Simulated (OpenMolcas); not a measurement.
4d5 along the 41-electron sequence

```yaml
Program: OpenMolcas
Method: MS-CASPT2, IPEA 0.25 Eh, imaginary shift 0.1 Eh
Basis: ANO-RCC-VQZP
Scalar_Hamiltonian: DKH2, point nucleus
Spin-orbit_coupling: RASSI with atomic mean-field integrals over the reference wave functions, term energies averaged over their components
```

Active space for each ion: 5 electrons in 5 orbitals (4d); closed shells correlated by CASPT2: 4s 4p.

Computed levels in cm-1 above 6S 5/2:

```
                               Level   Ru3+   Rh4+   Pd5+   Ag6+
                              4G 5/2  23270  26050  28670  31170
                              4G 7/2  23500  26410  29210  32010
                             4G 11/2  23570  26520  29380  32260
                              4G 9/2  23640  26620  29520  32460
                              4P 3/2  26140  29240  32160  34860
                              4P 1/2  26840  30190  33380  36380
                              4D 7/2  27960  31480  34860  38270
                              4D 1/2  28820  32690  36470  40290
                              4D 5/2  29350  33310  37160  40970
weight of 6S in the lowest level (%)     99     99     98     98
```

Mixed levels, with the weight of the term that names them: Ru3+ 4P 3/2 (59 %), Ru3+ 4P 1/2 (71 %), Ru3+ 4D 1/2 (72 %), Ru3+ 4D 5/2 (59 %), Rh4+ 4P 3/2 (57 %), Rh4+ 4P 1/2 (68 %), Rh4+ 4D 1/2 (69 %), Rh4+ 4D 5/2 (57 %), Pd5+ 4P 3/2 (55 %), Pd5+ 4P 1/2 (66 %), Pd5+ 4D 1/2 (67 %), Pd5+ 4D 5/2 (55 %), Ag6+ 4P 3/2 (55 %), Ag6+ 4P 1/2 (68 %), Ag6+ 4D 1/2 (69 %), Ag6+ 4D 5/2 (56 %).

Measured, with the error of the calculation in %. Measured levels: Ag6+ from the list in Gamrath, thesis, University of Mons (2023).

```csv
Level,Ag6+
4G 5/2,29390 (+6.1)
4G 7/2,30378 (+5.4)
4G 11/2,30662 (+5.2)
4G 9/2,30907 (+5.0)
4P 3/2,32994 (+5.7)
4P 1/2,34605 (+5.1)
4D 7/2,36485 (+4.9)
4D 1/2,38685 (+4.2)
4D 5/2,39299 (+4.2)
```

4G 5/2 changes by a factor of 1.34 over the same range, with steps per unit of Z of +2780, +2620, +2500 cm-1.

Term energies are means over components that CASPT2 splits; among the terms shown or strongly mixed into the levels shown the widest spread is 420 cm-1 (4d5 4G, Pd5+). Blocks of more than 70 roots (2S+1 = 2 even) ran without multistate coupling. Computed and measured levels are paired by configuration, term and J; levels that our copy of the source lacks, or whose pairing is in doubt (as where it misses far off the trend of its configuration), stay unpaired and out of the deviations. Levels of configurations outside the active space are missing.
